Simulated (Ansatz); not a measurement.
This geometry of AlClF2H2 (6 atoms, charge 0, multiplicity 1) is a first-order saddle point.

These are results of RKS B3LYP-D4/def2-SVP in Ansatz, not measurements.

```xyz
6
Properties=species:S:1:pos:R:3
Al 0.011 -0.165 0.059
H 0.016 0.122 1.681
F 1.439 0.139 -0.725
F -1.443 0.064 -0.702
Cl 0.076 -2.383 0.939
H 0.050 -1.158 1.715
```

**Question.** Which two structures does it join? (They come from a converged band through this point; their orientation in space is the band's.)

**Answer.** Bonds broken: Al1–H2, Cl5–H6. Bonds formed: Al1–Cl5, H2–H6. AlClF2H2 becomes AlClF2 + H2.

First end point:

```xyz
6
Properties=species:S:1:pos:R:3
Al 0.002 0.144 0.050
H -0.004 0.758 1.494
F 1.415 0.087 -0.828
F -1.419 0.009 -0.807
Cl 0.077 -2.357 0.903
H 0.077 -2.022 2.155
```

Last end point:

```xyz
6
Properties=species:S:1:pos:R:3
Al 0.024 -0.672 -0.179
H 0.005 0.264 1.866
F 1.421 0.148 -0.505
F -1.419 0.077 -0.479
Cl 0.080 -2.715 0.229
H 0.038 -0.483 2.036
```

**Question.** How far does it lie above each of them?

**Answer.** 0.31 eV above the first and 1.39 eV above the second. This is the barrier of this one path; another mechanism may lie lower. The orbitals stay closed-shell, which can raise the energy where a bond breaks towards radicals; this wasn't checked here.

The run took 3 min on 1 thread of Arm Neoverse V2, on a shared host, peak memory 0.14 GiB.
